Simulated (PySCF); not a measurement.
**Relaxation of quartet CoCl2**

Computed with PySCF, UPBE0, basis Co def2-TZVP, Cl def2-TZVP (no relativity, density fitting). A (50,194) grid was used.

A hand-made bent start, of C2v symmetry, held to at least that symmetry:

```xyz
3
charge 0 multiplicity 4, angstrom
Co    0.0000    0.0000   -0.6537
Cl    1.7202    0.0000    0.5508
Cl   -1.7202    0.0000    0.5508
```

Question: What forces act on the atoms at the start (eV/Å)?

Answer: 
```csv
atom,Fx,Fy,Fz
Co1,0.00,-0.01,0.72
Cl2,0.52,0.00,-0.36
Cl3,-0.52,0.00,-0.36
```

Question: What does it relax to?

Answer: It ends at D∞h with Co–Cl 2.090 Å (×2); Cl–Co–Cl 180.0°. A frequency run shows a minimum. Other isomers or separated fragments may lie lower.

Question: How much energy is released, and in how many steps?

Answer: 62.0 kJ/mol in 9 steps.

Open d and f shells are described by one determinant, and the ground state may have another occupation or spin.
